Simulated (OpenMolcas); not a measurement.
A run on V2+ among 4 point charges of -2.5 e arranged as a tetrahedron (Td), 2.11 Å from the ion.

* Program: OpenMolcas
* Method: SS-CASPT2, IPEA 0.25 Eh, imaginary shift 0.1 Eh (closed shells correlated: 3s 3p)
* Basis: ANO-RCC-VDZP [5s4p2d1f]
* Scalar Hamiltonian: DKH2, point nucleus
* Active space: 3 electrons in 5 orbitals (3d)
* State averaging: 2S+1 = 4 even, 10 roots; 2S+1 = 2 even, 40 roots
* Spin-orbit coupling: RASSI with atomic mean-field integrals over the reference wave functions

First CASPT2 step and the start of its output:

```
&CASPT2
Multistate=10 1 2 3 4 5 6 7 8 9 10
NoMult
Frozen=5
IPEA=0.25
Imaginary=0.1
MaxIter=60
WThr=0.0 0.3 0.05
PrWF=0.5
NoMix
```

```
--- CASPT2 ---
Orbital specifications:
      -----------------------

      Symmetry species                           1
                                                 a
      Frozen orbitals                            5
      Inactive orbitals                          4
      Active orbitals                            5
      Secondary orbitals                        20
      Deleted orbitals                           0
      Number of basis functions                 34
Type of calculation                        SS-CASPT2
      Fock operator                              state-specific
      IPEA shift                                 0.25
      Real shift                                 0.00
      Imaginary shift                            0.10
      The input orbitals will be transformed to quasi-canonical
Reference energy:        -952.4681052157
      E2 (Non-variational):      -0.2523163273
      Shift correction:          -0.0014321444
      E2 (Variational):          -0.2537484718
      Total energy:            -952.7218536875
      Residual norm:              0.0000009050
      Reference weight:           0.92032
      Contributions to the CASPT2 correlation energy
      Active & Virtual Only:         -0.0266191065
      One Inactive Excited:          -0.1029867352
      Two Inactive Excited:          -0.1227104856
Reference energy:        -952.4681052157
      E2 (Non-variational):      -0.2522378099
      Shift correction:          -0.0014103894
      E2 (Variational):          -0.2536481993
      Total energy:            -952.7217534151
      Residual norm:              0.0000005133
      Reference weight:           0.92084
      Contributions to the CASPT2 correlation energy
      Active & Virtual Only:         -0.0265542246
...
```

Over all roots the printed reference weights run from 0.60 to 0.93, and roots that are degenerate in the reference spread by up to 4600 cm-1.

**Question.** Did the run give usable levels, and if not, why?

**Answer.** No. The equations converged, but the reference weight falls to 0.60 for at least one root against 0.93 for the best. A drop of that size marks an intruder state, so the energies of such roots and the levels built on them can't be trusted.
